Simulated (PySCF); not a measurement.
3-propylpyridine, C8H11N.
Bonds: C1–C2, C2–C3, C3–C4, C4–C5 (aromatic), C5–C6 (aromatic), C6–C7 (aromatic), C7–N8 (aromatic), N8–C9 (aromatic), C4–C9 (aromatic). Hydrogens: H10, H11, H12 on C1; H13, H14 on C2; H15, H16 on C3; H17 on C5; H18 on C6; H19 on C7; H20 on C9.

Torsions of this conformer, `[CH3:1][CH2:2][CH2:3][c:4]1[cH:5][cH:6][cH:7][n:8][cH:9]1`: C1–C2–C3–C4 180°, C2–C3–C4–C5 87°.

The closed-shell ground state was solved at several levels (PySCF, density fitting, gas phase, non-relativistic). Geometry: PBE0-D3(BJ)/def2-SVP, one conformer, isolated molecule.

```json
{"level": "CAM-B3LYP/pcSseg-1", "basis functions": "208", "total energy (Eh)": "-365.9770", "HOMO (eV)": "-8.54", "LUMO (eV)": "0.42", "gap (eV)": "8.96", "dipole (D)": "2.53"}
{"level": "PBE0/def2-SVPD", "basis functions": "268", "total energy (Eh)": "-365.5448", "HOMO (eV)": "-7.27", "LUMO (eV)": "-0.78", "gap (eV)": "6.49", "dipole (D)": "2.53"}
```

Problem. What might PBE0/pcSseg-1 (208 basis functions) give for the same quantities?

Solution. Total energy -365.7407 Eh, HOMO -7.27 eV, LUMO -0.72 eV, gap 6.55 eV, dipole 2.52 D.

Problem. Over all these levels, which gives the widest orbital gap and which the narrowest?

Solution. CAM-B3LYP/pcSseg-1 (range-separated hybrid) has the widest, 8.96 eV, and PBE0/def2-SVPD (global hybrid, 25 % exact exchange) the narrowest, 6.49 eV. Functional and basis both differ between the two, so the spread mixes both effects.

Problem. How far do the dipole and the HOMO energy spread over the levels?

Solution. The dipole runs from 2.52 to 2.53 D (mean 2.53 D) and the HOMO from -8.54 to -7.27 eV.
